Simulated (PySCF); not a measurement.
**Calculated NMR data**

Computed data (PySCF): GFN2-xTB geometry, NMR shieldings at PBE0/pcSseg-1/GIAO. Non-relativistic, gas phase, one conformer, fast rotation and ring inversion assumed for equivalent nuclei.

Chemical shifts δ = σref − σ; TMS for ¹H (31.72 ppm), ¹³C (186.93 ppm), all at this level. Splittings of carbon signals by F and P are missing where no couplings were computed. Where no couplings were computed, multiplicities follow the n + 1 count of equivalent neighbours, and m marks all less simple cases (inequivalent or close neighbours, rings, F or P nearby). Shifts are as computed. Against solution values, carbons near 30 ppm lie about +3 ppm off and those near 130 ppm about +5 ppm; carbons on Cl a further +6 ppm. Of 1211 compounds with measured shifts, 218 miss one by over three times the rms of a fit or turn the order of signals round; such compounds aren't used in these exercises. Carbons bonded to Cl come out too deshielded.

**1.** SMILES Fc1ccc(C)c(C(=O)Cl)c1, C₈H₆ClFO. ¹H NMR (500 MHz, computed): δ 8.58 (m, 1H), 7.57 (m, 1H), 7.55 (m, 1H), 2.77 (s, 3H). ¹³C{¹H} NMR (computed): δ 176.1, 170.5, 147.4, 138.3, 135.2, 129.9, 128.9, 26.4.

**2.** `InChI=1S/C5H11OP/c1-4-5-7(2,3)6/h4H,1,5H2,2-3H3`. ¹H NMR (500 MHz, computed): δ 5.94 (m, 1H), 5.41 (m, 1H), 5.35 (m, 1H), 2.72 (m, 2H), 1.24 (m, 6H). ¹³C{¹H} NMR (computed): δ 140.3 (CH), 125.4 (CH2), 46.0 (CH2), 17.3 (CH3).
